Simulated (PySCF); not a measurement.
# M06-2X on Ni (nickel, neutral)

Configuration: [Ar] 3d8 4s2, high-spin 3F determinant. Calculation: PySCF 2.14, in Sapporo-DKH3-DZP-2012; scalar relativity by spin-free X2C-1e.

| Quantity | Value |
| --- | --- |
| Total energy | -1520.541 hartree |
| One-electron energy | -2108.286 hartree |
| Hartree (Coulomb) energy | 651.584 hartree |
| Exchange-correlation energy | -63.838 hartree |
| ⟨S²⟩ | 2.0031 |
| ⟨L²⟩ | 12.004 |
| Sum of ⟨r⟩ | 21.85 bohr |
| Sum of ⟨r²⟩ | 36.92 bohr² |
| Langevin diamagnetic susceptibility | -29.2 ×10⁻⁶ cm³/mol |
| Time after the integrals | 1.6 s of wall time on 1 thread of Neoverse-V2 (shared host) |

```
shell  electrons  mean orbital energy (eV)  spread (eV)  rms radius, mean of both spins (bohr)
 1s α          1                   -8301.8            0                                 0.0624
 1s β          1                   -8301.8            0                                 0.0624
 2s α          1                   -1013.9            0                                  0.266
 2s β          1                   -1012.3            0                                  0.266
 2p α          3                   -874.37            0                                  0.238
 2p β          3                   -872.94            0                                  0.238
 3s α          1                   -123.66            0                                  0.797
 3s β          1                   -121.00            0                                  0.797
 3p α          3                   -82.435            0                                  0.847
 3p β          3                   -78.873            0                                  0.847
 3d α          5                   -15.495        0.896                                   1.14
 3d β          3                   -13.266            0                                   1.14
 4s α          1                    -6.703            0                                   3.20
 4s β          1                    -6.629            0                                   3.20
```

Densities and radii are taken from the X2C orbitals without a picture-change correction, which distorts them close to the nucleus.
